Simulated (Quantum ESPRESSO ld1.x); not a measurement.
Species: In IV. Configuration: [Kr] 4d10.

Method: scalar-relativistic Kohn-Sham, LDA (Slater exchange, Perdew-Wang correlation), spin-polarised, spherical densities, point nucleus, Perdew-Zunger self-interaction correction; computed with ld1.x of Quantum ESPRESSO 7.5.

Energy parts (hartree):
part                       energy
total                  -5885.0013
kinetic                 6133.8156
electron-nucleus      -14172.9853
Hartree                 2318.3337
exchange-correlation    -164.1653

Orbitals (lengths in bohr, moments of r in powers of bohr):
orbital  occ.  eigenvalue (hartree)  <1/r>
1s          2            -1033.1151  51.86
2s          2             -156.2881  11.81
2p          6             -141.4585  11.39
3s          2              -30.9563  4.174
3p          6              -25.8894  3.979
3d         10              -18.1322  3.758
4s          2               -5.8641  1.638
4p          6               -4.3143  1.482
4d         10               -2.0605  1.161

The highest occupied level is 4d at -56.070 eV. For comparison, the ionisation energy in NIST's Atomic Spectra Database is 55.45 eV (measured). In exact Kohn-Sham theory the highest level is minus the ionisation energy, but local and semilocal functionals leave it too shallow, through self-interaction and a potential that decays too fast; potentials with the right tail come closer.
